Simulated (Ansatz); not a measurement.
Cartesian coordinates in Å:
```
C -1.3583 0.8715 1.4529
In -0.2141 -0.3180 0.0353
C -0.5975 -0.0536 -2.0899
C 0.9403 -2.0109 0.7297
O 1.5821 1.3966 -0.0254
H -0.7880 1.0558 2.3671
H -1.6581 1.8313 1.0248
H -2.2704 0.3437 1.7429
H -0.9363 0.9606 -2.3156
H -1.3789 -0.7412 -2.4236
H 0.2953 -0.2675 -2.6833
H 1.4365 -1.7796 1.6742
H 1.6977 -2.2965 -0.0025
H 0.2891 -2.8730 0.8953
H 1.6402 1.7486 -0.9189
H 1.3206 2.1323 0.5368
```

The species carries charge 0 and has multiplicity 1. In takes the def2 core potential.

List the PBE0/def2-TZVPP orbital energies in eV (Ansatz). (Best estimate.)

Computed: Occupied: -524.15, -277.14, -277.13, -277.03, -126.84, -83.35, -83.04, -83.03, -29.81, -20.20, -20.02, -20.01, -19.85, -19.83, -18.34, -17.99, -17.90, -16.36, -12.88, -11.11, -10.59, -10.54, -10.53, -10.39, -10.33, -10.30, -9.40, -6.66, -6.61. Lowest empty: -0.33, 0.38, 0.95, 1.06, 2.17, 2.29, 2.41, 3.00.
